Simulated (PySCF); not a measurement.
B(H)(OH)(SiH3) (BH₅OSi), SMILES B([SiH3])O. Atoms are numbered in the order given.

```xyz
8

B     -0.5918     0.7678     0.0000
H     -1.7575     1.0358     0.0000
O      0.2406     1.8354     0.0000
H      1.1794     1.6166     0.0000
Si     0.0650    -1.1563     0.0000
H     -0.4257    -1.8825     1.1996
H     -0.4257    -1.8825    -1.1996
H      1.5536    -1.2219     0.0000
```
Charge 0, spin multiplicity 1.

Geometry: B3LYP-D3(BJ)/def2-TZVP. One conformer was computed; it need not be the lowest.

These are PBE0/pcJ-1 (PySCF) values and carry that method's errors.

Isotropic couplings with Fermi-contact, spin-dipole and both spin-orbit terms, one fixed conformer, no vibrational averaging. Isotopes: 11B, 1H, 29Si.

Problem. Estimate the spin–spin coupling constants. (The exact figures need the calculation; the answer reports its results.)

Solution. 
```json
[
 {"pair": "B1–H2", "bonds apart": "1", "J (Hz)": "143.7"},
 {"pair": "B1–Si5", "bonds apart": "1", "J (Hz)": "-80.5"},
 {"pair": "Si5–H6", "bonds apart": "1", "J (Hz)": "-186.2"},
 {"pair": "Si5–H7", "bonds apart": "1", "J (Hz)": "-186.2"},
 {"pair": "Si5–H8", "bonds apart": "1", "J (Hz)": "-171.8"},
 {"pair": "B1–H4", "bonds apart": "2", "J (Hz)": "-6.1"},
 {"pair": "B1–H6", "bonds apart": "2", "J (Hz)": "3.1"},
 {"pair": "B1–H7", "bonds apart": "2", "J (Hz)": "3.1"},
 {"pair": "H2–Si5", "bonds apart": "2", "J (Hz)": "-30.5"},
 {"pair": "H6–H7", "bonds apart": "2", "J (Hz)": "-8.7"},
 {"pair": "H6–H8", "bonds apart": "2", "J (Hz)": "-3.9"},
 {"pair": "H7–H8", "bonds apart": "2", "J (Hz)": "-3.9"},
 {"pair": "H2–H4", "bonds apart": "3", "J (Hz)": "16.9"},
 {"pair": "H2–H6", "bonds apart": "3", "J (Hz)": "-1.8"},
 {"pair": "H2–H7", "bonds apart": "3", "J (Hz)": "-1.8"},
 {"pair": "H2–H8", "bonds apart": "3", "J (Hz)": "7.8"},
 {"pair": "H4–Si5", "bonds apart": "3", "J (Hz)": "-7.2"},
 {"pair": "H4–H6", "bonds apart": "4", "J (Hz)": "-1.3"},
 {"pair": "H4–H7", "bonds apart": "4", "J (Hz)": "-1.3"},
 {"pair": "H4–H8", "bonds apart": "4", "J (Hz)": "0.8"}
]
```
